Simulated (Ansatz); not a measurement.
Geometry optimisation, RKS revPBE-D4/6-31G* (Ansatz 0.2.0).

Input:

```yaml
crystal:
  periodic: [false, false, false]
  atoms:
    - { symbol: Al, position_ang: [-0.6733, -2.4349, 0.4364] }
    - { symbol: F, position_ang: [-1.0413, -0.6467, -0.6207] }
    - { symbol: H, position_ang: [-0.8808, -3.624, -0.5012] }
    - { symbol: H, position_ang: [-1.1746, -2.3753, 1.8818] }
    - { symbol: B, position_ang: [0.2009, 0.4067, -0.2068] }
    - { symbol: Cl, position_ang: [1.5995, -1.1812, 0.2767] }
    - { symbol: C, position_ang: [-0.2331, 1.0541, 1.1623] }
    - { symbol: C, position_ang: [0.7218, 1.1462, -1.4933] }
    - { symbol: H, position_ang: [-0.6264, 0.2873, 1.8342] }
    - { symbol: H, position_ang: [-1.0203, 1.7901, 1.0143] }
    - { symbol: H, position_ang: [0.5861, 1.5535, 1.6708] }
    - { symbol: H, position_ang: [-0.05, 1.7973, -1.8977] }
    - { symbol: H, position_ang: [1.0076, 0.4576, -2.2835] }
    - { symbol: H, position_ang: [1.5839, 1.7692, -1.2733] }
basis:
  gaussian: { orbitals: "6-31G*" }
hamiltonian:
  xc: revpbe
  dispersion: d4
relax:
  f_tol: 0.15
  max_steps: 25
  restrain:
    - { distance: [0, 5], at: 2.23, k: 30.0 }
    - { distance: [4, 1], at: 1.41, k: 30.0 }
    - { distance: [0, 1], at: 3.08, k: 30.0 }
    - { distance: [4, 5], at: 3.16, k: 30.0 }
output:
  orbitals: {}
```

Command:

```bash
$ ansatz run input.yaml --threads 2 --pin off --max-ram 3072MiB --backend cpu --events-out ev --progress --plain --runs-dir out
```

Problem. Where does it end, and by what steps?

Solution. The run converged. The restraints hold the end off the free minimum. After 7 steps the energy has fallen by 0.220 eV (the restraints' own energy left out); Cl6 moved furthest, 0.60 Å.

| step | energy less start (eV) | largest force component (eV/Å) | accepted |
| --- | --- | --- | --- |
| 0 | 0.0000 | 2.623 | yes |
| 1 | 0.1856 | 2.146 | yes |
| 2 | 0.1050 | 1.736 | yes |
| 3 | 0.0003 | 0.972 | yes |
| 4 | -0.1531 | 0.668 | yes |
| 5 | -0.1950 | 0.617 | yes |
| 6 | -0.2151 | 0.657 | yes |
| 7 | -0.2197 | 0.619 | yes |

```xyz
14
Properties=species:S:1:pos:R:3
Al -0.319 -2.845 0.614
F -1.234 -0.253 -0.752
H -0.663 -3.870 -0.557
H -1.127 -2.608 1.964
B -0.269 0.675 -0.365
Cl 1.590 -1.758 0.427
C -0.300 1.187 1.123
C 0.656 1.234 -1.508
H -0.872 0.541 1.809
H -0.779 2.191 1.148
H 0.719 1.333 1.528
H 0.072 1.957 -2.113
H 0.991 0.447 -2.202
H 1.534 1.770 -1.117
```

Time of the run: 20 s on 2 threads of Intel(R) Xeon(R) Platinum 8488C (Sapphire Rapids), with other jobs on the host, peak memory 0.21 GiB.
